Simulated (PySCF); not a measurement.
PySCF input for Al(SH)3 (AlH3S3), SMILES [SH][Al]([SH])[SH], C-PCM-PBE0/def2-SVP. Geometry: B3LYP-D3(BJ)/def2-SVP. One conformer was computed; it need not be the lowest.

```python
import numpy as np
from pyscf import gto, scf, dft
from pyscf.solvent import pcm

mol = gto.M(
    atom='''
    Al    0.00041528    0.00760623   -0.00401625
    S     2.06468961    0.42924914   -0.58564951
    H     2.57050628   -0.59759029    0.13855998
    S    -0.39193139   -1.41799560    1.61539335
    H    -1.72012320   -1.50415129    1.36800458
    S    -1.56693964    1.06759883   -1.10607770
    H    -2.54887919    0.74122258   -0.23301184
    ''',
    basis='def2-SVP',
    charge=0,
    spin=0,
    max_memory=1600,
    verbose=3,
)
mf = dft.RKS(mol, xc='pbe0').density_fit(auxbasis='def2-universal-jkfit')
mf.grids.level = 3
mf.conv_tol = 1e-9
mf.max_cycle = 100
mf.kernel()
res = {}
for name, eps in {'water': 78.355, '2-propanol': 19.264, 'N,N-dimethylformamide': 37.219}.items():
    s = mf.PCM()
    s.with_solvent.method, s.with_solvent.eps, s.with_solvent.lebedev_order = 'C-PCM', eps, 29
    s.kernel(mf.make_rdm1())
    res[name] = (s.e_tot, eps, s.dip_moment(), s.mo_energy, s.converged)
    print(f'{name}: electrostatic solvation free energy {(s.e_tot - mf.e_tot) * 627.509474:.3f} kcal/mol')
```

Program output:

```
converged SCF energy = -1437.9647841246

WARN: PCM is an experimental feature. It is still in testing.
Features and APIs may be changed in the future.

converged SCF energy = -1437.97793210724
Dipole moment(X, Y, Z, Debye): -1.85851, -1.43288,  1.35273
water: electrostatic solvation free energy -8.250 kcal/mol

WARN: PCM is an experimental feature. It is still in testing.
Features and APIs may be changed in the future.

converged SCF energy = -1437.97731236669
Dipole moment(X, Y, Z, Debye): -1.82736, -1.41025,  1.33085
2-propanol: electrostatic solvation free energy -7.862 kcal/mol

WARN: PCM is an experimental feature. It is still in testing.
Features and APIs may be changed in the future.

converged SCF energy = -1437.97770762051
Dipole moment(X, Y, Z, Debye): -1.84719, -1.42465,  1.34477
N,N-dimethylformamide: electrostatic solvation free energy -8.110 kcal/mol
```

The calculation finished and met its thresholds.
